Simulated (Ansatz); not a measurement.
Reaction (ligand exchange at a B–O bond): `OB([SiH3])Cl` + CH₃OH → `COB([SiH3])Cl` + H₂O

Computed with Ansatz on PBE0-D4/def2-TZVP structures; ΔE is electronic, products minus reactants. CCSD(T)/CBS adds triple-zeta CCSD(T) − MP2 to the extrapolated MP2 energy (def2 sets, frozen cores). This one scheme is used for every species. Functionals use def2-TZVPP. B3LYP here is the variant with VWN-RPA as its local correlation; programs differ in this. One conformer a species, not always the lowest.

Q: Is it downhill or uphill in electronic energy at CCSD(T)/CBS, and by how much? (Estimate.)

A: Ansatz gave: Downhill: ΔE = -0.10 eV.

Q: What do these levels give: PBE-D4, B3LYP-D4, SCS-MP2/def2-TZVPP, MP2/def2-QZVPP, HF/CBS(def2), MP2/CBS(def2)? (An estimate is asked.)

A: Ansatz gave: PBE-D4 -0.06, B3LYP-D4 -0.07, SCS-MP2/def2-TZVPP -0.07, MP2/def2-QZVPP -0.11, HF/CBS(def2) 0.02, MP2/CBS(def2) -0.12 eV.

Largest T1 diagnostic among the species: 0.013.

In def2-TZVPP, CCSD(T) changes the Hartree–Fock value by −0.11 eV (the triples alone add −0.02 eV) and MP2 by −0.13 eV. The D4 term adds −0.06 eV with B3LYP and −0.04 eV with PBE0; it sums over pairs of atoms, weighted by their polarisabilities, and B3LYP, whose exchange is more repulsive, gets the larger term.
